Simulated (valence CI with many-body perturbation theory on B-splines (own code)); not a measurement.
Values are calculated unless marked as measured or tabulated.
# Hg³⁰⁺: what each term of the Hamiltonian does

Level of theory: relativistic CI+MBPT: four valence electrons over a frozen Dirac-Fock core [Kr] 4d10, radial functions for each j: 8 s, 8 p, 9 d, 9 f, 6 g, 3 h, 2 i, with the one-electron correlation potential Σ1 (screened to all orders), the two-electron term Σ2, the three-electron term Σ3, Breit, model QED; selected single and double excitations, second order for the rest (own B-spline code, finite nucleus).

The last digits are not significant, and no measured levels were compared; by estimate large intervals hold to a few tenths of a per cent, small ones and those within an open d or f shell to about a per cent. Core correlation moves these levels by up to 4400 cm⁻¹, and in measured spectra 5 to 20 % of such shifts remained as error; rates that hang on mixing are uncertain with them. Only levels of the ground parity were solved; by the run's estimate the other parity begins above the list, which can be wrong where configurations are misplaced.

Each rung adds one term. CI alone is the Dirac-Coulomb CI over the frozen core; QED comes last and gives the full result, which names the levels. Energies are above (4f5/2^4) J=4 on the same rung, in cm⁻¹.

Levels are named by their leading jj configuration (3d3/2^4 stands for four electrons in 3d with j = 3/2), which in mixed levels can hold well under half, so a name can repeat and another be missing. Letters in brackets count levels of one name in rising energy.

```tsv
Level	CI alone	Σ1	Σ2	Σ3	Breit	QED	Full
(4f5/2^3 4f7/2) J=5 [a]	28190	+596	+1233	+120	-1880	+151	28409
(4f5/2^4) J=2	40648	-2.2	-3022	+625	+898	-28	39118
(4f5/2^3 4f7/2) J=6 [a]	48885	+865	+1511	+82	-3307	+210	48246
(4f5/2^3 4f7/2) J=4 [a]	58524	+488	-525	+64	-1041	+101	57610
(4f5/2^3 4f7/2) J=1 [a]	58829	+618	-1160	+737	-645	+136	58515
(4f5/2^3 4f7/2) J=7	62311	+878	+1056	-60	-4014	+204	60375
(4f5/2^3 4f7/2) J=3 [a]	68617	+671	-987	+573	-1361	+145	67660
(4f5/2^3 4f7/2) J=8	71912	+829	+624	-84	-4578	+185	68887
(4f5/2^3 4f7/2) J=2 [a]	72452	+643	-2168	+536	-969	+135	70630
(4f5/2^3 4f7/2) J=3 [b]	75819	+662	-2167	+643	-924	+136	74169
(4f5/2^3 4f7/2) J=2 [b]	77343	+791	-1084	-483	-1408	+173	75332
(4f5/2^2 4f7/2^2) J=6 [a]	86386	+1092	+1468	-291	-3512	+255	85398
(4f5/2^3 4f7/2) J=5 [b]	88649	+900	-894	+339	-2523	+192	86662
(4f5/2^2 4f7/2^2) J=7 [a]	93963	+1226	+1271	+26	-4602	+289	92174
(4f5/2^2 4f7/2^2) J=4 [a]	95930	+1153	-858	+680	-2631	+258	94533
(4f5/2^2 4f7/2^2) J=8 [a]	101978	+1311	+1043	+301	-5570	+307	99371
(4f5/2^4) J=0	104432	+325	-5458	+806	+1170	+19	101294
(4f5/2^2 4f7/2^2) J=4 [b]	109750	+1269	-451	+151	-2810	+287	108197
(4f5/2^2 4f7/2^2) J=2 [a]	111023	+1303	+101	+488	-2429	+294	110780
```

The middle columns are the shifts that each term adds.

**Question.** How does the ionisation energy move along the ladder, and which term matters most?

**Answer.** CI alone 1075.8, + Σ1 1079.4, + Σ2 1088.8, + Σ3 1088.9, + Breit 1088.7, + QED 1088.8 eV. The largest step is Σ2, 9.5 eV. NIST lists 1110 ± 60 eV (theoretical).
